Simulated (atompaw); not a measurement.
## Scattering properties, PAW (atompaw) potential for chlorine

Cl, PAW, made with atompaw 4.2.0.5 (LDA (PW92), non-relativistic). Core [Ne], reference 3s2 3p5. Waves: 3s (bound): rc 1.60 bohr; 3s channel at 0.05 Ry: rc 1.60 bohr; 3p (bound): rc 1.60 bohr; 3p channel at 0.65 Ry: rc 1.60 bohr; 3d channel at -0.1 Ry: rc 1.60 bohr; 3d channel at 0.3 Ry: rc 1.45 bohr. Local part: troulliermartins scheme with l = 3 at 0 Ry, radius 1.60 bohr. Core correction: smooth core density matched at 1.50 bohr. Augmentation charge: sinc compensation charge, radius 1.30 bohr; PAW radius 1.60 bohr; waves and projectors: custom polynom2 7 10 vanderbiltortho.

The phase is arctan(r·u′/u) with u = r·R(r), unwrapped; energies in Ry, scanned from -4 to 5 Ry. A pole is an energy at which the radial function vanishes at the test radius. The pseudo phase is shifted by a multiple of π to meet the all-electron one at the reference energy, and phase errors are pseudo minus all-electron; the curves can meet again beyond the range given. Levels narrower than the energy grid can be missing from the lists of poles.

**Question.** For each channel, where are the poles, and over which energies does the pseudopotential scatter like the atom?

**Answer.**

```json
{"channel": "s", "radius (bohr)": "1.60", "reference energy (Ry)": "-1.51", "poles, all-electron": "2.12", "poles, pseudo": "2.12", "unbroken range about the reference energy with phases within 0.05 rad": "the whole range", "phase error 1 Ry above the reference energy (rad)": "+0.000"}
{"channel": "p", "radius (bohr)": "1.60", "reference energy (Ry)": "-0.64", "poles, all-electron": "3.35", "poles, pseudo": "3.35", "unbroken range about the reference energy with phases within 0.05 rad": "the whole range", "phase error 1 Ry above the reference energy (rad)": "-0.000"}
{"channel": "d", "radius (bohr)": "1.60", "reference energy (Ry)": "-0.10", "poles, all-electron": "4.38", "poles, pseudo": "3.47", "unbroken range about the reference energy with phases within 0.05 rad": "below 3.0", "phase error 1 Ry above the reference energy (rad)": "-0.000"}
```

Phases in the p channel:

| E (Ry) | all-electron | pseudo |
| --- | --- | --- |
| -4.00 | 1.158 | 1.158 |
| -3.76 | 1.136 | 1.136 |
| -3.52 | 1.111 | 1.111 |
| -3.28 | 1.082 | 1.082 |
| -3.04 | 1.048 | 1.048 |
| -2.80 | 1.007 | 1.006 |
| -2.56 | 0.957 | 0.957 |
| -2.32 | 0.895 | 0.895 |
| -2.08 | 0.818 | 0.818 |
| -1.84 | 0.719 | 0.719 |
| -1.60 | 0.590 | 0.590 |
| -1.36 | 0.422 | 0.422 |
| -1.12 | 0.208 | 0.208 |
| -0.88 | -0.046 | -0.046 |
| -0.64 | -0.317 | -0.317 |
| -0.40 | -0.567 | -0.567 |
| -0.16 | -0.775 | -0.775 |
| 0.08 | -0.938 | -0.938 |
| 0.32 | -1.063 | -1.063 |
| 0.56 | -1.160 | -1.160 |
| 0.80 | -1.236 | -1.236 |
| 1.04 | -1.297 | -1.297 |
| 1.28 | -1.347 | -1.347 |
| 1.52 | -1.388 | -1.388 |
| 1.76 | -1.423 | -1.423 |
| 2.00 | -1.454 | -1.454 |
| 2.24 | -1.480 | -1.480 |
| 2.48 | -1.503 | -1.503 |
| 2.72 | -1.524 | -1.524 |
| 2.96 | -1.543 | -1.543 |
| 3.20 | -1.561 | -1.561 |
| 3.44 | -1.577 | -1.577 |
| 3.68 | -1.592 | -1.592 |
| 3.92 | -1.606 | -1.607 |
| 4.16 | -1.620 | -1.620 |
| 4.40 | -1.633 | -1.634 |
| 4.64 | -1.646 | -1.647 |
| 4.88 | -1.658 | -1.659 |
